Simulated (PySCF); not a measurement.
## Converging BeB⁺ in the basis (PBE0)

PySCF, UKS reference; singlet, unpaired electrons none; De to Be + B⁺ without counterpoise correction.

```json
{"basis": "pcseg-1", "relativity": "no relativity", "functions": "23", "Re (Å)": "2.193", "ωe (cm⁻¹)": "483", "De (eV)": "2.09", "μ (D)": "-3.13"}
{"basis": "def2-SVPD", "relativity": "no relativity", "functions": "32", "Re (Å)": "2.212", "ωe (cm⁻¹)": "473", "De (eV)": "2.26", "μ (D)": "-3.30"}
{"basis": "def2-TZVP", "relativity": "no relativity", "functions": "50", "Re (Å)": "2.219", "ωe (cm⁻¹)": "473", "De (eV)": "2.17", "μ (D)": "-3.07"}
```

(1) How does each smaller set differ from the one with most functions, def2-TZVP?

A positive dipole points towards B; it is taken about the centre of mass and depends on that origin. For an ion De counts to the pair picked by the measured ionisation energies or electron affinities, which need not be the lowest pair at this level.

Results:

(1) pcseg-1: -2.6 pm, +2.1 % in ωe, -0.08 eV in De; def2-SVPD: -0.7 pm, +0.0 % in ωe, +0.09 eV in De. All at PBE0; the set with most functions is neither the basis-set limit nor always the best.
